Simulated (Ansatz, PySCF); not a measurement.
Molecule: C2H5Cl2Si, charge -1, multiplicity 1. It need not be the lowest isomer of its formula. Whether it binds its extra electron was not tested at this geometry. 
Structure (B3LYP-D3(BJ)/def2-TZVP (Ansatz, an electronic-structure program) minimum search):
```xyz
10

C      1.4819    -1.5784    -0.2072
Si     0.1620    -0.4858     0.0386
C     -1.4467    -1.2294     0.6732
Cl     0.2765     1.2673     1.4152
Cl    -0.3494     0.5791    -1.7432
H      2.3650    -1.2737    -0.7602
H      1.6787    -2.3072     0.5776
H     -2.1913    -0.4571     0.8686
H     -1.8422    -1.9403    -0.0542
H     -1.2504    -1.7622     1.6078
```
Charge -1, spin multiplicity 1.

Total electronic energies in hartree. Cores are frozen in the correlated levels unless marked. No spin-orbit coupling. Non-relativistic. Basis-set limits of correlation are two-point, X^-3; Hartree-Fock from the larger set. [CCSD(T)-MP2]/basis is that difference in the basis named.

```tsv
level	program	energy (Eh)
HF/STO-3G	Ansatz	-1272.45423
HF/cc-pV(D+d)Z	Ansatz	-1286.69696
HF/aug-cc-pV(T+d)Z	Ansatz	-1286.77702
revPBE/def2-TZVPD	Ansatz	-1289.06265
TPSSh-D3(BJ)/def2-TZVPD	PySCF + dftd3	-1289.38494
r2SCANh-D4/def2-TZVPD	Ansatz + dftd4	-1289.18149
MP2/cc-pV(T+d)Z	Ansatz	-1287.63578
CCSD/aug-cc-pV(D+d)Z	Ansatz	-1287.49427
RI-MP2/CBS(aug-cc-pV(T+d)Z,aug-cc-pV(Q+d)Z)+[CCSD(T)-MP2]/aug-cc-pV(D+d)Z	Ansatz	-1287.8693
```

Totals of different functionals don't rank their quality; only differences between species are comparable.
